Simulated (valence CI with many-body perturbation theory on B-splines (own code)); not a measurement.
E1 line list for Tl68+

Level of theory: valence CI with perturbative core correlation (CI+MBPT): three valence electrons over a frozen Dirac-Fock core [Ne], radial functions for each j: 11 s, 11 p, 9 d, 7 f, 5 g, 2 h, 1 i, with the one-electron correlation potential Σ1 (screened to all orders), the two-electron term Σ2, the three-electron term Σ3, Breit, model QED; selected single and double excitations, second order for the rest (own B-spline code, finite nucleus).

The last digits are not significant, and no measured levels were compared; by estimate large intervals hold to a few tenths of a per cent, small ones and those within an open d or f shell to about a per cent.

Lines 51 to 100 of 254 in falling wavelength, among levels below 16106 × 10³ cm⁻¹, chosen from the strongest by gf and those to the six lowest levels. Wavelengths and rates use the calculated energies. Electric multipoles are in the length gauge, E1 and E2 with the static RPA response of the core. Weak lines are less certain than strong ones. Lines between different terms over intervals too small for the method are left out, as are lines whose strength nearly cancels. The highest levels of a list are the least certain.

Levels are named by their leading jj configuration (3d3/2^4 stands for four electrons in 3d with j = 3/2), which in mixed levels can hold well under half, so a name can repeat and another be missing. Letters in brackets count levels of one name in rising energy.

```
λ vac (Å)                          Upper                       Lower   A (s⁻¹)  log gf  Branch %
    36.62     (3s 3p1/2 3d5/2) J=5/2 [a]  (3s 3p1/2 3p3/2) J=3/2 [b]  2.43e+09   -2.53       0.6
    35.26     (3s 3d3/2 3d5/2) J=3/2 [b]  (3s 3p3/2 3d3/2) J=1/2 [b]  1.22e+11   -1.04       1.8
    35.22     (3s 3d3/2 3d5/2) J=5/2 [b]  (3s 3p3/2 3d3/2) J=5/2 [b]  1.02e+11   -0.94       1.5
    35.20     (3s 3d3/2 3d5/2) J=7/2 [b]  (3s 3p3/2 3d3/2) J=5/2 [b]  3.22e+11   -0.32       6.9
    34.61  (3p1/2 3p3/2 3d5/2) J=3/2 [a]       (3p1/2 3p3/2^2) J=3/2  1.85e+11   -0.88       5.6
    34.53         (3s 3p1/2 3d5/2) J=3/2      (3s 3p1/2 3p3/2) J=1/2  3.06e+11   -0.66      32.1
    34.37     (3s 3p1/2 3d5/2) J=5/2 [a]      (3s 3p1/2 3p3/2) J=5/2  1.31e+10   -1.86       3.1
    34.24         (3s 3d3/2 3d5/2) J=1/2  (3s 3p3/2 3d3/2) J=1/2 [b]  3.51e+11   -0.91       4.6
    33.97     (3s 3d3/2 3d5/2) J=5/2 [b]  (3s 3p3/2 3d3/2) J=3/2 [b]  2.23e+11   -0.64       3.3
    33.82     (3s 3p1/2 3d5/2) J=5/2 [b]  (3s 3p1/2 3p3/2) J=3/2 [b]  2.45e+11   -0.60      62.7
    33.78             (3s^2 3p3/2) J=3/2          (3s 3p1/2^2) J=1/2  1.11e+09   -3.12      57.0
    33.57  (3p1/2 3p3/2 3d5/2) J=5/2 [a]       (3p1/2 3p3/2^2) J=5/2  1.97e+11   -0.70       6.9
    33.54         (3s 3p3/2 3d5/2) J=1/2          (3s 3p3/2^2) J=1/2  5.19e+11   -0.76      48.5
    33.53          (3p1/2^2 3d5/2) J=5/2  (3s 3p1/2 3d3/2) J=3/2 [b]  1.33e+11   -0.87      28.0
    33.43      (3p1/2 3p3/2 3d5/2) J=1/2       (3p1/2 3p3/2^2) J=1/2  4.18e+11   -0.85      20.2
    33.41     (3s 3p3/2 3d5/2) J=5/2 [a]          (3s 3p3/2^2) J=5/2  3.27e+11   -0.48      23.7
    33.39         (3s 3p1/2 3d5/2) J=3/2  (3s 3p1/2 3p3/2) J=3/2 [b]  9.27e+10   -1.21       9.7
    33.35     (3s 3d3/2 3d5/2) J=3/2 [b]  (3s 3p3/2 3d3/2) J=3/2 [b]  2.26e+11   -0.82       3.4
    33.22     (3s 3d3/2 3d5/2) J=7/2 [a]  (3s 3p3/2 3d3/2) J=5/2 [a]  3.87e+11   -0.29       6.9
    33.03  (3p1/2 3p3/2 3d5/2) J=3/2 [b]       (3p1/2 3p3/2^2) J=1/2  2.77e+11   -0.74       7.1
    32.91     (3s 3p3/2 3d5/2) J=5/2 [b]          (3s 3p3/2^2) J=3/2  7.52e+11   -0.14      12.4
    32.86             (3s^2 3d5/2) J=5/2          (3s^2 3p3/2) J=3/2  4.43e+11   -0.37     100.0
    32.84         (3s 3p1/2 3d5/2) J=7/2      (3s 3p1/2 3p3/2) J=5/2  3.09e+11   -0.40      91.1
    32.79  (3p1/2 3p3/2 3d5/2) J=5/2 [b]       (3p1/2 3p3/2^2) J=3/2  6.67e+11   -0.19      16.7
    32.66     (3s 3d3/2 3d5/2) J=5/2 [a]  (3s 3p3/2 3d3/2) J=3/2 [a]  3.61e+11   -0.46       8.1
    32.62     (3s 3p3/2 3d5/2) J=7/2 [a]          (3s 3p3/2^2) J=5/2  4.72e+11   -0.22      57.6
    32.50     (3s 3p1/2 3d5/2) J=5/2 [a]  (3s 3p1/2 3p3/2) J=3/2 [a]  4.06e+11   -0.41      95.5
    32.44  (3p1/2 3p3/2 3d5/2) J=7/2 [b]       (3p1/2 3p3/2^2) J=5/2  5.22e+11   -0.18      25.4
    32.43     (3s 3p3/2 3d5/2) J=3/2 [b]          (3s 3p3/2^2) J=1/2  3.66e+11   -0.64       5.9
    32.25          (3p1/2^2 3d5/2) J=5/2  (3s 3p1/2 3d3/2) J=3/2 [a]  1.43e+11   -0.87      30.3
    32.25     (3s 3d3/2 3d5/2) J=3/2 [a]  (3s 3p3/2 3d3/2) J=1/2 [a]  3.26e+11   -0.69       7.6
    32.24     (3s 3p3/2 3d5/2) J=3/2 [a]          (3s 3p3/2^2) J=5/2  9.88e+10   -1.21       7.5
    32.05     (3s 3d3/2 3d5/2) J=3/2 [a]  (3s 3p3/2 3d3/2) J=3/2 [a]  1.07e+11   -1.18       2.5
    31.89     (3s 3p1/2 3d5/2) J=5/2 [b]      (3s 3p1/2 3p3/2) J=5/2  9.84e+10   -1.05      25.2
    31.81         (3s 3d3/2 3d5/2) J=9/2      (3s 3p3/2 3d3/2) J=7/2  4.78e+11   -0.14       8.5
    31.51         (3s 3p1/2 3d5/2) J=3/2      (3s 3p1/2 3p3/2) J=5/2  2.16e+10   -1.89       2.3
    31.16     (3s 3d3/2 3d5/2) J=7/2 [b]      (3s 3p3/2 3d3/2) J=7/2  8.79e+10   -0.99       1.9
    31.07     (3s 3d3/2 3d5/2) J=5/2 [b]  (3s 3p3/2 3d3/2) J=5/2 [a]  1.03e+11   -1.05       1.5
    30.80     (3s 3p3/2 3d5/2) J=7/2 [b]          (3s 3p3/2^2) J=5/2  3.04e+11   -0.46       5.7
    30.27     (3s 3p1/2 3d5/2) J=5/2 [b]  (3s 3p1/2 3p3/2) J=3/2 [a]  6.06e+09   -2.30       1.5
    29.93         (3s 3p1/2 3d5/2) J=3/2  (3s 3p1/2 3p3/2) J=3/2 [a]  5.98e+10   -1.49       6.3
    19.60          (3p1/2^2 3d3/2) J=3/2          (3s^2 3p3/2) J=3/2  1.16e+09   -3.57       0.6
    17.19     (3s 3p1/2 3p3/2) J=3/2 [a]          (3s^2 3p1/2) J=1/2  2.97e+10   -2.28      89.7
    17.03     (3s 3p3/2 3d5/2) J=5/2 [a]          (3s^2 3d5/2) J=5/2  8.12e+11   -0.67      58.8
    17.02  (3p1/2 3p3/2 3d5/2) J=7/2 [a]  (3s 3p1/2 3d5/2) J=5/2 [b]  2.53e+11   -1.06       7.1
    16.89             (3s 3p3/2^2) J=5/2          (3s^2 3p3/2) J=3/2  1.48e+12   -0.42      99.8
    16.83  (3p1/2 3p3/2 3d5/2) J=3/2 [a]      (3s 3p1/2 3d5/2) J=3/2  1.79e+12   -0.52      54.0
    16.83     (3s 3p3/2 3d5/2) J=7/2 [a]          (3s^2 3d5/2) J=5/2  2.19e+11   -1.13      26.8
    16.81          (3p1/2 3p3/2^2) J=3/2      (3s 3p1/2 3p3/2) J=1/2  2.55e+12   -0.37      38.0
    16.76  (3p1/2 3p3/2 3d5/2) J=7/2 [a]      (3s 3p1/2 3d5/2) J=7/2  2.65e+11   -1.05       7.5
```

(1) How does gf follow from A for the line at 32.62 Å?

Answers

(1) gf = 1.4992 × (2J+1)_upper × A / σ², with σ = 3065902 cm⁻¹ and 2J+1 = 8: gf = 0.603.
